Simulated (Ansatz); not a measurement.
Z-matrix (Å, degrees):
```
C
Al 1 1.930
H 1 1.091 2 111.7
H 1 1.094 2 110.3 3 121.0
H 1 1.094 2 110.3 3 -121.0
Br 2 2.250 1 121.1 3 -180.0
Br 2 2.250 1 122.2 3 0.0
```

The species carries charge 0 and has multiplicity 1.

Question: List the PBE0/def2-TZVPP orbital energies in eV (the Gaussian-basis code of Ansatz). (Best estimate.)

Answer: The calculation gave: Occupied: -13150.04, -13150.03, -1704.95, -1704.94, -1535.48, -1535.47, -1535.45, -1535.44, -1535.44, -1535.43, -1529.25, -278.09, -238.78, -238.77, -179.09, -179.08, -178.99, -178.97, -178.96, -178.95, -115.02, -75.12, -75.00, -74.91, -72.60, -72.59, -72.57, -72.56, -72.55, -72.54, -72.46, -72.46, -72.45, -72.45, -21.64, -21.33, -19.64, -11.96, -11.75, -11.68, -9.98, -9.56, -9.10, -8.69, -8.53, -8.43. Lowest empty: -1.14, -0.72, 1.21, 1.50, 2.50, 2.67, 2.73, 3.29.
